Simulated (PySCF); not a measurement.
SMILES [S](F)=O, doublet at its PBE0/def2-SVP optimised geometry (Å):

```
3

O      0.9962    -0.7726     0.0000
S     -0.4759    -0.7726     0.0000
F     -0.9962     0.7726     0.0000
```

Level of theory: unrestricted PBE0/def2-TZVP in PySCF. Cells within 0.4 Å of a nucleus heavier than hydrogen are left out (blank, or x).

Map of the deformation density (molecule minus spherical neutral atoms) (e/bohr³) on the plane z = 0.0 Å:

```
|3333333333333333333333333333333|
|3333333333333333333333333333333|
|3333333333333333333333333333333|
|3333333333333333333333333333333|
|3333333333333333333333333333333|
|3333333333333333333333333333333|
|3333333333333333333333333333333|
|3333333333333333333333333333333|
|3333333322233333333333333333333|
|3333333321244433333333333333333|
|333333344xxx7443333333333333333|
|333333448xxxx433333333333333333|
|333333457xxx3433333333333333333|
|3333334453x04432233333333333333|
|3333333344565322233333333333333|
|3333333333454211234444433333333|
|3333333222222001355555443333333|
|333333321112xx125765x9643333333|
|33333332211xxxx5895xxx843333333|
|33333332223xxxx589xxxx743333333|
|33333333345xxxx4686xxx643333333|
|3333333334664212466687543333333|
|3333333334553101345554433333333|
|3333333333432111234444333333333|
|3333333333332222233333333333333|
|3333333333333222333333333333333|
|3333333333333333333333333333333|
|3333333333333333333333333333333|
|3333333333333333333333333333333|
|3333333333333333333333333333333|
|3333333333333333333333333333333|
```
Scale: ten equal steps from -0.039 (start of '0') to 0.066 (end of '9'), in the order '0123456789'; x runs from -3.00 to 3.00, y from -3.00 (bottom) to 3.00 (top).
